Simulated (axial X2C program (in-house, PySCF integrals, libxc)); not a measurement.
Potential curves of ZrC, two-component

Calculated with an in-house all-electron X2C program for linear molecules (integrals from PySCF). Two-component (2c) means X2C with spin–orbit coupling and atomic mean-field two-electron Coulomb and Gaunt terms. Basis: Zr dyall-cv3z [11s12p9d6f3g], C dyall-v3z [7s6p2d1f] (cores contracted in-house); Gaussian nuclei, density fitting, unrestricted open shells. Masses: Zr 89.905 u, C 12.000 u.

State: Ω = 1 (⟨Sz⟩ = 1.00, ⟨Lz⟩ = 0.00 at PBE0). Energies in eV from the lowest point of each curve. Fits are polynomials in 1 − R0/R over 0.85 to 1.23 times the lowest point R0.

```
 R (Å)    PBE0  r2SCAN0
1.5460  1.3009   1.2610
1.6171  0.5605   0.5322
1.6704  0.2285   0.2091
1.7237  0.0510   0.0410
1.7770  0.0000   0.0000
1.8392  0.0688   0.0812
1.9014  0.2452   0.2711
1.9814  0.5874   0.6323
2.0791  1.1083   1.1910
2.2212  1.8249   2.1177
```

Occupations by symmetry block were frozen at the best pattern of an incomplete PBE0 search. Density functionals use the spin component along the axis (collinear). Other states lie close and PBE0, whose exact exchange favours high spin, may order them wrongly; the determinant shown need not be the ground state. The nearest other 2c determinant of the search, Ω = 0, lies 0.37 eV up at the distance of the search. With several unpaired electrons one determinant need not be a pure state. Open-shell Ω = 0 determinants with evenly filled partner blocks cannot be reached by this program, so the Ω shown need not be the lowest component. The determinant is spin-polarised beyond a pure state at some levels (its spin-free form has ⟨S²⟩ too high), which makes Re and μ there less reliable.

Task: What are Re and ωe at the PBE0 level?

Result: At PBE0, 2c: Re = 1.775 Å, ωe ≈ 965 cm⁻¹; Be follows as 0.505 cm⁻¹.

Task: Fit the r2SCAN0 curve near its minimum: give the equilibrium distance and the harmonic wavenumber.

Result: At r2SCAN0, 2c: Re = 1.770 Å, ωe ≈ 979 cm⁻¹; Be follows as 0.508 cm⁻¹.
